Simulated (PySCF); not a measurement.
**Polarisability and C₆ of Si²⁺ (silicon, charge +2)**

[Ne] 3s2, closed-shell 1S. All numbers are calculated (PySCF 2.14, the non-relativistic Hamiltonian (point nucleus), in aug-cc-pV(T+d)Z). Coupled (time-dependent) response in atomic units; α is the mean over directions.

| method | mean α (bohr³) | C₆ (like pair) | S(−4) |
| --- | --- | --- | --- |
| UHF | 12.53 | 44.67 | 91.24 |
| PBE | 11.65 | 39.85 | 80.09 |
| PBE0 | 11.90 | 41.19 | 83.40 |
| PW91 | 11.62 | 39.69 | 79.78 |
| M06-L | 10.91 | 36.86 | 67.46 |

S(−4) is the Cauchy moment in α(ω) = α(0) + S(−4) ω² + …

α(iu) at UHF:

| u (hartree) | α(iu) (bohr³) |
| --- | --- |
| 0 | 12.53 |
| 0.0500 | 12.31 |
| 0.100 | 11.68 |
| 0.200 | 9.715 |
| 0.300 | 7.606 |
| 0.500 | 4.537 |
| 0.750 | 2.598 |
| 1.00 | 1.672 |
| 1.50 | 0.8871 |
| 2.00 | 0.5753 |
| 3.00 | 0.3259 |
| 5.00 | 0.1664 |

A single London oscillator, α(iu) = α/(1 + u²/ω²), gives C₆ = (3/4) ω α². Matching the computed C₆ needs ω = 4 × 44.67 / (3 × 12.53²) = 0.379 hartree.

For an ion, C₆ is the dispersion term alone; charge-induced terms of lower order in 1/R come first.
